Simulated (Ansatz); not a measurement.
Born–Oppenheimer molecular dynamics of C2H11NOSi (16 atoms, charge 0, multiplicity 1). It starts at the highest image of a converged band. Of that band: A vibrational analysis at the climbing image gives one clearly imaginary mode, 958i cm⁻¹, and a faint second one (22i cm⁻¹) that may be numerical noise or a soft torsion: probably a first-order saddle point.

These are results of Ansatz, RKS PBE0/def2-SVP, not measurements.

```
ensemble                      : NVE (velocity Verlet)
time step                     : 0.5 fs
steps asked                   : 200
starting velocities drawn for : 100 K
seed                          : 7031
```

Frames 0.5 fs apart, positions in Å, forces in eV/Å.

Velocities at 35.0 fs (Å/ps):

```
Si -2.44 -2.21 7.11
O 9.76 8.04 -14.40
C -2.92 -5.34 -5.98
H 7.85 -12.46 -4.74
H 8.97 -20.28 14.18
H 7.49 -7.13 12.84
H -10.10 -3.97 -10.64
N -1.71 3.01 7.25
C -2.06 1.81 -0.50
H 0.97 2.37 13.04
H -4.83 -6.09 -9.22
H -3.80 -1.15 -6.25
H 0.03 0.09 3.51
H -0.87 -4.66 6.48
H -0.46 -7.89 -7.14
H -9.17 -4.61 -5.21
```

```xyz
16
Properties=species:S:1:pos:R:3:forces:R:3 time_fs=35.0 energy_less_start_eV=-0.421 T=333
Si -0.013 0.995 0.965 -0.12 1.13 0.32
O 0.985 0.740 -1.239 -0.18 0.80 -1.62
C 0.066 0.692 -2.318 -0.01 -0.16 0.83
H -1.103 1.236 -0.028 -0.13 0.13 0.32
H 1.152 1.942 0.946 -0.18 -0.17 0.02
H -0.587 1.197 2.348 -0.21 -0.03 -0.01
H 1.057 -0.118 -0.821 -0.01 -1.05 0.31
N 0.474 -0.680 0.860 0.53 -1.15 0.74
C -0.546 -1.680 1.198 0.18 -0.32 -0.55
H -0.880 0.145 -2.079 0.46 0.08 -0.04
H -0.217 1.718 -2.530 -0.17 0.52 -0.14
H 0.497 0.287 -3.238 0.23 -0.30 -0.18
H 1.321 -0.849 1.432 -0.54 0.08 -0.44
H -0.919 -1.599 2.241 -0.07 -0.03 -0.19
H -1.414 -1.600 0.490 0.49 0.03 0.52
H -0.120 -2.704 1.059 -0.27 0.44 0.11
16
Properties=species:S:1:pos:R:3:forces:R:3 time_fs=35.5 energy_less_start_eV=-0.430 T=338
Si -0.014 0.994 0.969 -0.10 1.12 0.35
O 0.990 0.744 -1.246 -0.21 0.40 -1.45
C 0.065 0.689 -2.321 0.06 0.00 0.84
H -1.099 1.230 -0.030 -0.14 0.15 0.33
H 1.156 1.932 0.953 -0.17 -0.14 0.00
H -0.583 1.194 2.354 -0.23 -0.01 -0.03
H 1.052 -0.121 -0.826 0.01 -0.69 0.21
N 0.473 -0.678 0.863 0.50 -1.21 0.66
C -0.547 -1.679 1.198 0.17 -0.39 -0.48
H -0.879 0.146 -2.072 0.42 0.03 -0.05
H -0.220 1.715 -2.535 -0.18 0.49 -0.14
H 0.495 0.286 -3.241 0.21 -0.33 -0.19
H 1.321 -0.849 1.433 -0.51 0.07 -0.42
H -0.919 -1.601 2.244 -0.06 -0.03 -0.28
H -1.413 -1.604 0.487 0.48 0.07 0.54
H -0.125 -2.706 1.056 -0.25 0.48 0.13
16
Properties=species:S:1:pos:R:3:forces:R:3 time_fs=36.0 energy_less_start_eV=-0.440 T=343
Si -0.015 0.993 0.972 -0.08 1.10 0.39
O 0.995 0.748 -1.254 -0.23 -0.08 -1.25
C 0.064 0.686 -2.323 0.15 0.19 0.79
H -1.096 1.224 -0.031 -0.15 0.17 0.33
H 1.160 1.921 0.960 -0.16 -0.10 -0.01
H -0.581 1.190 2.361 -0.25 0.00 -0.05
H 1.047 -0.126 -0.830 0.02 -0.28 0.08
N 0.472 -0.677 0.867 0.41 -1.24 0.55
C -0.548 -1.678 1.198 0.17 -0.43 -0.39
H -0.877 0.148 -2.066 0.36 -0.03 -0.06
H -0.223 1.714 -2.540 -0.17 0.42 -0.14
H 0.494 0.284 -3.245 0.17 -0.35 -0.17
H 1.319 -0.848 1.434 -0.43 0.05 -0.37
H -0.920 -1.604 2.247 -0.05 -0.02 -0.35
H -1.412 -1.608 0.485 0.44 0.11 0.52
H -0.130 -2.706 1.054 -0.21 0.48 0.13
16
Properties=species:S:1:pos:R:3:forces:R:3 time_fs=36.5 energy_less_start_eV=-0.447 T=347
Si -0.017 0.992 0.976 -0.07 1.07 0.42
O 1.000 0.752 -1.261 -0.26 -0.55 -1.03
C 0.062 0.684 -2.326 0.26 0.40 0.69
H -1.093 1.219 -0.032 -0.17 0.18 0.33
H 1.163 1.910 0.967 -0.13 -0.06 -0.03
H -0.578 1.187 2.367 -0.26 0.01 -0.07
H 1.042 -0.132 -0.834 0.05 0.15 -0.05
N 0.472 -0.676 0.871 0.28 -1.25 0.40
C -0.549 -1.677 1.197 0.19 -0.44 -0.28
H -0.874 0.149 -2.059 0.28 -0.09 -0.06
H -0.227 1.714 -2.545 -0.15 0.31 -0.13
H 0.493 0.282 -3.249 0.12 -0.34 -0.13
H 1.316 -0.848 1.433 -0.29 0.02 -0.28
H -0.921 -1.606 2.248 -0.05 -0.02 -0.40
H -1.409 -1.611 0.484 0.36 0.16 0.48
H -0.136 -2.706 1.052 -0.15 0.44 0.13
16
Properties=species:S:1:pos:R:3:forces:R:3 time_fs=37.0 energy_less_start_eV=-0.449 T=348
Si -0.018 0.991 0.980 -0.06 1.03 0.46
O 1.004 0.757 -1.269 -0.29 -0.98 -0.82
C 0.061 0.681 -2.328 0.38 0.63 0.56
H -1.090 1.214 -0.031 -0.18 0.20 0.32
H 1.167 1.899 0.974 -0.11 -0.01 -0.04
H -0.576 1.183 2.373 -0.27 0.03 -0.09
H 1.037 -0.137 -0.839 0.08 0.54 -0.17
N 0.471 -0.675 0.875 0.10 -1.24 0.23
C -0.550 -1.677 1.197 0.24 -0.43 -0.16
H -0.871 0.150 -2.053 0.18 -0.16 -0.06
H -0.230 1.714 -2.551 -0.12 0.18 -0.11
H 0.493 0.278 -3.254 0.05 -0.33 -0.07
H 1.312 -0.847 1.432 -0.12 -0.02 -0.16
H -0.922 -1.609 2.249 -0.05 -0.01 -0.43
H -1.406 -1.615 0.485 0.26 0.20 0.40
H -0.142 -2.704 1.051 -0.08 0.37 0.13
16
Properties=species:S:1:pos:R:3:forces:R:3 time_fs=37.5 energy_less_start_eV=-0.446 T=346
Si -0.019 0.991 0.983 -0.06 0.98 0.50
O 1.009 0.760 -1.277 -0.34 -1.34 -0.65
C 0.059 0.679 -2.331 0.51 0.86 0.41
H -1.088 1.210 -0.030 -0.19 0.22 0.31
H 1.169 1.888 0.981 -0.08 0.03 -0.06
H -0.575 1.179 2.379 -0.28 0.04 -0.11
H 1.032 -0.141 -0.844 0.12 0.86 -0.26
N 0.470 -0.675 0.879 -0.10 -1.21 0.05
C -0.551 -1.676 1.196 0.30 -0.38 -0.02
H -0.867 0.151 -2.047 0.08 -0.23 -0.05
H -0.234 1.715 -2.557 -0.09 0.03 -0.09
H 0.492 0.274 -3.258 -0.02 -0.30 0.01
H 1.308 -0.847 1.430 0.08 -0.06 -0.03
H -0.923 -1.611 2.248 -0.06 -0.01 -0.43
H -1.402 -1.617 0.487 0.12 0.25 0.30
H -0.149 -2.702 1.050 0.00 0.27 0.12
16
Properties=species:S:1:pos:R:3:forces:R:3 time_fs=38.0 energy_less_start_eV=-0.439 T=343
Si -0.021 0.990 0.987 -0.06 0.91 0.54
O 1.014 0.764 -1.285 -0.38 -1.60 -0.51
C 0.058 0.677 -2.333 0.63 1.06 0.24
H -1.086 1.206 -0.028 -0.21 0.23 0.29
H 1.172 1.877 0.988 -0.04 0.08 -0.07
H -0.575 1.176 2.384 -0.29 0.05 -0.13
H 1.028 -0.143 -0.849 0.17 1.09 -0.31
N 0.470 -0.674 0.883 -0.30 -1.16 -0.14
C -0.552 -1.676 1.196 0.37 -0.32 0.10
H -0.862 0.151 -2.042 -0.02 -0.29 -0.03
H -0.239 1.716 -2.563 -0.05 -0.12 -0.06
H 0.492 0.269 -3.263 -0.09 -0.26 0.09
H 1.305 -0.847 1.428 0.29 -0.11 0.11
H -0.924 -1.614 2.247 -0.08 0.00 -0.40
H -1.398 -1.619 0.489 -0.03 0.29 0.17
H -0.156 -2.699 1.048 0.08 0.14 0.10
16
Properties=species:S:1:pos:R:3:forces:R:3 time_fs=38.5 energy_less_start_eV=-0.430 T=338
Si -0.022 0.989 0.991 -0.06 0.84 0.59
O 1.018 0.768 -1.294 -0.43 -1.76 -0.41
C 0.057 0.674 -2.335 0.73 1.23 0.08
H -1.085 1.203 -0.025 -0.22 0.25 0.27
H 1.175 1.866 0.994 -0.01 0.13 -0.08
H -0.575 1.173 2.389 -0.29 0.06 -0.15
H 1.024 -0.142 -0.855 0.22 1.22 -0.32
N 0.469 -0.674 0.887 -0.47 -1.10 -0.31
C -0.553 -1.675 1.195 0.45 -0.24 0.22
H -0.858 0.150 -2.036 -0.10 -0.34 -0.02
H -0.243 1.717 -2.570 -0.02 -0.25 -0.04
H 0.491 0.264 -3.268 -0.15 -0.23 0.17
H 1.302 -0.847 1.427 0.47 -0.16 0.22
H -0.925 -1.616 2.244 -0.10 0.02 -0.35
H -1.393 -1.621 0.492 -0.19 0.33 0.04
H -0.162 -2.695 1.048 0.17 0.00 0.08
16
Properties=species:S:1:pos:R:3:forces:R:3 time_fs=39.0 energy_less_start_eV=-0.424 T=335
Si -0.023 0.989 0.995 -0.05 0.77 0.64
O 1.023 0.771 -1.302 -0.47 -1.81 -0.36
C 0.056 0.673 -2.337 0.81 1.35 -0.07
H -1.084 1.200 -0.022 -0.23 0.26 0.25
H 1.177 1.856 1.001 0.02 0.18 -0.10
H -0.576 1.169 2.394 -0.29 0.08 -0.16
H 1.021 -0.138 -0.862 0.28 1.24 -0.30
N 0.468 -0.674 0.891 -0.60 -1.04 -0.44
C -0.553 -1.675 1.194 0.52 -0.16 0.32
H -0.854 0.149 -2.030 -0.16 -0.37 -0.02
H -0.248 1.717 -2.576 0.01 -0.36 -0.02
H 0.490 0.258 -3.272 -0.21 -0.19 0.24
H 1.300 -0.847 1.426 0.60 -0.19 0.31
H -0.927 -1.619 2.241 -0.12 0.03 -0.27
H -1.389 -1.621 0.495 -0.34 0.36 -0.09
H -0.168 -2.692 1.047 0.25 -0.14 0.06
16
Properties=species:S:1:pos:R:3:forces:R:3 time_fs=39.5 energy_less_start_eV=-0.422 T=334
Si -0.024 0.989 0.999 -0.05 0.69 0.69
O 1.028 0.774 -1.310 -0.51 -1.74 -0.35
C 0.056 0.671 -2.339 0.84 1.41 -0.20
H -1.084 1.198 -0.018 -0.23 0.27 0.23
H 1.180 1.846 1.007 0.05 0.22 -0.11
H -0.578 1.166 2.399 -0.29 0.09 -0.17
H 1.018 -0.132 -0.870 0.33 1.16 -0.23
N 0.468 -0.674 0.895 -0.66 -0.98 -0.52
C -0.554 -1.675 1.194 0.58 -0.09 0.38
H -0.851 0.147 -2.025 -0.19 -0.38 -0.02
H -0.252 1.716 -2.583 0.03 -0.44 0.00
H 0.489 0.251 -3.275 -0.26 -0.15 0.30
H 1.299 -0.848 1.426 0.66 -0.20 0.35
H -0.929 -1.621 2.237 -0.15 0.04 -0.18
H -1.387 -1.621 0.498 -0.47 0.38 -0.21
H -0.173 -2.689 1.047 0.33 -0.28 0.04
16
Properties=species:S:1:pos:R:3:forces:R:3 time_fs=40.0 energy_less_start_eV=-0.427 T=336
Si -0.026 0.988 1.003 -0.04 0.61 0.74
O 1.032 0.776 -1.318 -0.54 -1.57 -0.38
C 0.055 0.670 -2.342 0.85 1.42 -0.29
H -1.084 1.196 -0.014 -0.24 0.28 0.20
H 1.183 1.836 1.013 0.07 0.26 -0.12
H -0.580 1.164 2.403 -0.29 0.11 -0.18
H 1.016 -0.122 -0.878 0.37 0.97 -0.13
N 0.467 -0.675 0.898 -0.63 -0.93 -0.56
C -0.554 -1.675 1.194 0.61 -0.04 0.40
H -0.848 0.143 -2.019 -0.19 -0.37 -0.03
H -0.257 1.714 -2.589 0.04 -0.48 0.01
H 0.487 0.244 -3.278 -0.30 -0.12 0.34
H 1.301 -0.849 1.426 0.65 -0.20 0.34
H -0.931 -1.624 2.233 -0.18 0.05 -0.07
H -1.385 -1.619 0.500 -0.56 0.40 -0.30
H -0.178 -2.686 1.047 0.38 -0.39 0.01
16
Properties=species:S:1:pos:R:3:forces:R:3 time_fs=40.5 energy_less_start_eV=-0.437 T=342
Si -0.027 0.988 1.007 -0.03 0.53 0.78
O 1.036 0.779 -1.327 -0.56 -1.29 -0.47
C 0.054 0.669 -2.344 0.81 1.36 -0.34
H -1.085 1.195 -0.009 -0.23 0.29 0.17
H 1.186 1.827 1.018 0.08 0.29 -0.12
H -0.583 1.161 2.406 -0.29 0.12 -0.19
H 1.015 -0.110 -0.886 0.40 0.69 0.02
N 0.466 -0.675 0.902 -0.53 -0.88 -0.54
C -0.555 -1.674 1.193 0.62 -0.01 0.38
H -0.845 0.139 -2.014 -0.16 -0.34 -0.04
H -0.261 1.712 -2.596 0.05 -0.49 0.02
H 0.484 0.237 -3.280 -0.32 -0.09 0.36
H 1.303 -0.851 1.428 0.55 -0.18 0.28
H -0.934 -1.626 2.229 -0.21 0.06 0.04
H -1.384 -1.617 0.501 -0.60 0.40 -0.35
H -0.181 -2.685 1.046 0.42 -0.46 -0.01
```

Of the whole run (100 fs, mean temperature of the second half 368 K): The conserved energy stayed within 0.054 meV per atom of its start (net change 0.048 meV per atom), so the integration is sound. The system heated up, since it started high on the potential surface and ran downhill. A run of 0.1 ps of so small a system gives no equilibrium averages. The orbitals stay closed-shell, which can raise the energy where a bond breaks towards radicals; this wasn't checked here.

Time of the run: 11 min on 4 threads of Arm Neoverse N1, on a shared host, peak memory 0.31 GiB.
